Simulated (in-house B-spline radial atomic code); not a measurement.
A run on H⁻ that did not converge. Method: non-relativistic r2SCAN0, spin-polarised, spherical fractional occupations, exact exchange averaged over the configuration, point nucleus; computed with an all-electron radial atomic-structure program (B-spline basis).

Command:
```bash
python run_scf.py task.json out
```
Settings:
```
Z                1
configuration    1s2
hamiltonian      nr
method           r2scan0
spin_polarised   True
exact_exchange   averaged over the configuration
```

First and last ten iterations of the last attempt (damped for 15 steps, keeping 80 % of the old Fock matrix, then DIIS):
```
 iter        energy (Eh)    residual
    1          -0.414292    2.66e-02
    2          -0.030856    1.38e-03
    3           5.534222    3.61e-01
    4           4.546882    3.50e-01
    5           3.160207    3.22e-01
    6           1.408832    1.82e-01
    7           1.064774    1.46e-01
    8          -0.277638    6.63e-02
    9          -0.369500    5.05e-02
   10          -0.423709    4.25e-02
  111         278.575552    1.99e+00
  112         287.282570    1.89e+00
  113         313.399545    1.59e+00
  114         392.843786    1.80e+00
  115          61.999822    1.60e+00
  116         192.413857    1.49e+00
  117         372.503150    1.66e+00
  118          18.650652    2.88e+00
  119          -0.484235    1.44e-02
  120          -0.030808    1.41e-03
 not converged after 120 iterations
```

The smallest residual met was 1.4e-03; the threshold is about 1e-07. No energy from this run should be used. Run time, properties included: 0.96 s on 1 thread of Arm Neoverse V1, on a shared host.
